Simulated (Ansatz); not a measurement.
Consider the hydrogenolysis of the Si–O bond: `C=C[SiH2]N[SiH2]O` + H₂ → `C=C[SiH2]N[SiH3]` + H₂O.

Computed with Ansatz on PBE0-D4/def2-TZVP structures; ΔE is electronic, products minus reactants. CCSD(T)/CBS adds triple-zeta CCSD(T) − MP2 to the extrapolated MP2 energy (def2 sets, frozen cores). This one scheme is used for every species. Functionals use def2-TZVPP. B3LYP here is the variant with VWN-RPA as its local correlation; programs differ in this. Each species was taken in one conformer, which may not be the lowest.

CCSD(T)/CBS gives +20.3 kcal/mol.

Task: Another level gave +20.1 kcal/mol. Which?
A. r2SCAN-D4/def2-TZVPP
B. HF/def2-TZVPP
C. B3LYP-D4/def2-TZVPP
D. B2PLYP/def2-TZVPP

Result: D. B2PLYP 20.1, HF/def2-TZVPP 17.8, B3LYP-D4 21.1, r2SCAN-D4 22.1 kcal/mol.

Largest T1 diagnostic among the species: 0.011.

The D4 term adds +2.4 kcal/mol with B3LYP and +1.4 kcal/mol with PBE0; it sums over pairs of atoms, weighted by their polarisabilities, and B3LYP, whose exchange is more repulsive, gets the larger term. In def2-TZVPP, CCSD(T) changes the Hartree–Fock value by +2.4 kcal/mol (the triples alone add +0.8 kcal/mol) and MP2 by +4.0 kcal/mol.
